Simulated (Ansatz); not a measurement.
Relaxation of C2H9AlNP (14 atoms, charge 0, multiplicity 1), to a largest force component of 0.015 eV/Å in at most 40 steps.

All numbers below come from Ansatz, RKS r2SCAN-D4/cc-pVDZ.

```xyz
14
Properties=species:S:1:pos:R:3:forces:R:3
C -1.217 0.539 1.259 -1.95 3.15 -0.65
N -0.118 0.383 0.358 1.07 -0.35 0.50
P 1.264 -0.117 1.366 0.39 0.01 0.76
C -0.339 -0.660 -0.627 -1.77 -0.60 -0.87
Al 0.741 -0.500 -2.272 0.19 0.37 0.38
H -1.037 1.383 2.000 0.14 -0.95 -0.48
H -1.510 -0.358 1.776 -0.39 -0.98 0.57
H -2.103 0.958 0.657 0.73 -0.71 0.63
H 0.457 -0.588 2.535 0.65 0.08 -0.68
H 1.376 -1.462 0.832 0.14 0.12 0.31
H -0.319 -1.687 -0.161 -0.21 0.17 -0.26
H -1.431 -0.560 -0.997 1.04 -0.04 0.22
H 1.788 0.691 -2.346 0.08 0.05 -0.09
H 0.534 -1.498 -3.455 -0.10 -0.32 -0.34
```

Where does it end, and by what steps?

It converged. After 23 steps the energy has fallen by 0.794 eV; H9 moved furthest, 1.82 Å.

| step | energy less start (eV) | largest force component (eV/Å) | accepted |
| --- | --- | --- | --- |
| 0 | 0.0000 | 3.148 | yes |
| 1 | -0.3452 | 0.942 | yes |
| 2 | -0.3874 | 0.300 | yes |
| 3 | -0.4150 | 0.300 | yes |
| 4 | -0.4503 | 0.347 | yes |
| 5 | -0.4934 | 0.714 | yes |
| 6 | -0.5465 | 0.794 | yes |
| 7 | -0.6089 | 0.340 | yes |
| 8 | -0.6517 | 0.238 | yes |
| 9 | -0.6850 | 0.148 | yes |
| 10 | -0.6982 | 0.564 | yes |
| 11 | -0.7162 | 0.232 | yes |
| 12 | -0.7060 | 0.416 | no |
| 13 | -0.7301 | 0.083 | yes |
| 14 | -0.7389 | 0.103 | yes |
| 15 | -0.7525 | 0.103 | yes |
| 16 | -0.7702 | 0.154 | yes |
| 17 | -0.7850 | 0.095 | yes |
| 18 | -0.7862 | 0.171 | yes |
| 19 | -0.7919 | 0.051 | yes |
| 20 | -0.7929 | 0.100 | yes |
| 21 | -0.7933 | 0.053 | yes |
| 22 | -0.7940 | 0.030 | yes |
| 23 | -0.7941 | 0.008 | yes |

```xyz
14
Properties=species:S:1:pos:R:3
C -1.380 0.638 1.413
N -0.306 0.261 0.497
P 1.157 -0.258 1.263
C -0.731 -0.539 -0.665
Al 0.936 -0.745 -1.755
H -0.976 1.231 2.249
H -1.925 -0.237 1.826
H -2.108 1.261 0.867
H 1.049 -1.711 1.224
H 1.983 -0.256 0.053
H -1.171 -1.511 -0.341
H -1.534 0.011 -1.193
H 1.571 0.569 -2.405
H 1.520 -2.190 -2.108
```

Whether the end is a true minimum wasn't checked by a vibrational analysis.

The run took 44 s on 2 threads of AMD EPYC 9R45 96-Core Processor (Zen 5), on a shared host, peak memory 0.23 GiB.
